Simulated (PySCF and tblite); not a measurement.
The numbers below are computed, except where a source is named.
## Barrier and rate of a rotation

System: C₄H₄BClF₂, numbered as in [CH2:1]=[CH:2]/[CH:3]=[C:4](\[Cl:5])[B:6]([F:7])[F:8].

Motion: rotation about the B6–C4 bond (torsion F7–B6–C4–C3 from -180° to 0°, rising). Geometries: GFN2-xTB; energies: PBE0/pcSseg-1 + D3(BJ), IEF-PCM methanol; zero-point and thermal terms from GFN2-xTB harmonic modes (soft modes blended into free rotors). Rate constants are transition-state-theory values, counting equivalent paths, without tunnelling. Programs: tblite and PySCF.

| point | symmetry | E(GFN2) kcal/mol | E(DFT) kcal/mol | ZPE change kcal/mol | lowest mode cm⁻¹ | dipole D |
| --- | --- | --- | --- | --- | --- | --- |
| start | Cs | 0.0 | 0.0 | 0.00 | 52 | 4.03 |
| saddle | Cs | 4.9 | 7.3 | -0.15 | 55i | 3.08 |
| end | Cs | 0.0 | 0.0 | 0.00 | 52 | 4.03 |

```json
{
 "Electronic barrier": "7.3 kcal/mol",
 "Barrier with zero-point energy": "7.1 kcal/mol",
 "ΔH‡ (298 K)": "6.7 kcal/mol",
 "ΔS‡ (298 K, symmetry apart)": "-2.8 cal/(mol K)",
 "Paths": "2 equivalent paths",
 "End point": "the same structure with atoms interchanged, or its mirror image",
 "Mean lifetime of the start against this motion at 298 K": "27 ns",
 "Cost": "38 s on 1 thread of Arm Neoverse V2 (shared host) (rough), peak memory 0.85 GiB, launched as `OMP_NUM_THREADS=1 python ens_run.py task.json out`"
}
```

```json
{"T/K": "200", "ΔG‡ kcal/mol": "7.3", "k s⁻¹": "8.1×10⁴"}
{"T/K": "250", "ΔG‡ kcal/mol": "7.4", "k s⁻¹": "3.3×10⁶"}
{"T/K": "298", "ΔG‡ kcal/mol": "7.5", "k s⁻¹": "3.7×10⁷"}
{"T/K": "350", "ΔG‡ kcal/mol": "7.7", "k s⁻¹": "2.4×10⁸"}
{"T/K": "400", "ΔG‡ kcal/mol": "7.8", "k s⁻¹": "9×10⁸"}
```

ΔG and ΔG‡ leave out symmetry numbers and mirror images; rates count paths: 2 out.
